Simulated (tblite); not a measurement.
C3H8FN2Si (doublet state).
Z-matrix (Å and degrees, GFN2-xTB geometry), rows numbered from 1:
```
C 
C   1  1.5328
C   2  1.5517  1  113.50
N   3  1.4275  2  106.25  1  -142.91
Si  4  1.7285  3  113.33  2    16.05
F   5  1.6152  4  108.52  3  -130.16
N   2  1.3987  1  111.47  3  -127.35
H   1  1.0871  2  110.42  3   -58.21
H   1  1.0856  2  109.41  3  -178.79
H   1  1.0867  2  109.52  3    62.40
H   2  1.1041  1  106.58  3   117.83
H   3  1.0993  2  108.48  1   -23.32
H   3  1.0960  2  111.79  1    95.37
H   4  1.0036  3  116.83  2  -171.49
H   5  1.4483  4  116.34  3   112.89
```

Calculated harmonic vibrations of the isolated species, GFN2-xTB (tblite), most abundant isotopes, no scaling. This tight-binding method is rough: wavenumbers can miss measured ones by several per cent, in bad cases by 10 to 20. Modes of hydrogen on silicon can be 10 to 20 % off. One conformer, not necessarily the lowest. Open shells enter through the occupations alone, without spin polarisation, and single modes of such species can be off by tens of per cent.

Harmonic wavenumbers (cm⁻¹): 73.6, 113.3, 147.3, 212.1, 253.1, 306.7, 344.2, 437.6, 469.3, 531.5, 600.5, 707.0, 764.7, 807.9, 842.7, 908.1, 919.1, 998.9, 1064.8, 1077.6, 1114.8, 1146.9, 1160.8, 1190.7, 1205.6, 1244.3, 1323.5, 1382.2, 1465.9, 1475.5, 1491.2, 2379.7, 2784.3, 2849.6, 2912.4, 3033.7, 3044.5, 3061.0, 3511.1.

A = 4733, B = 1553, C = 1300 MHz; mass 119.044 u (most abundant isotopes); point group C1, symmetry number 1; spin multiplicity 2.

Problem. What is the zero-point energy?

Solution. Half the sum of the wavenumbers: 24679 cm⁻¹ = 70.56 kcal/mol.

Problem. Give the ideal-gas entropy at 200 K and 1 bar in the rigid-rotor, harmonic-oscillator model (classical rotation).

Solution. Translation 38.28, rotation 26.72, vibration 12.79, spin (R ln 2) 1.38: S = 79.2 cal/(mol K).

Problem. And Cp and H(200 K) − H(0)?

Solution. Cp = 23.82 cal/(mol K), of which vibrations give 15.87 (their classical limit is 39 R = 77.5); H(200 K) − H(0) = 3.09 kcal/mol without the zero-point energy, 1.50 from vibrations.

Problem. Blend soft modes into free rotors: weight 1/[1 + (100 cm⁻¹/ν̃)⁴] for the oscillator and the rest for a rotor with moment μB/(μ + B), μ = h/(8π²ν), B = 10⁻⁴⁴ kg m². What vibrational entropy results?

Solution. 12.42 cal/(mol K) in place of 12.79, which changes −T·S at 200 K by +0.07 kcal/mol.

Problem. Which modes carry the vibrational entropy at 200 K?

Solution. 73.6 cm⁻¹: 3.27; 113.3 cm⁻¹: 2.45; 147.3 cm⁻¹: 1.96; 212.1 cm⁻¹: 1.33; 253.1 cm⁻¹: 1.05; 306.7 cm⁻¹: 0.77 cal/(mol K); the other 33 give 1.96 together.

Hindered rotation and anharmonicity are outside this model. Other conformers, if any are populated, would add a mixing term that is left out. The structure is chiral; the term R ln 2 for an equal mix with its mirror image is left out.

On an Arm Neoverse V2 with one thread, shared host, this took 0.38 s of wall time. The figure is for the frequency step alone.
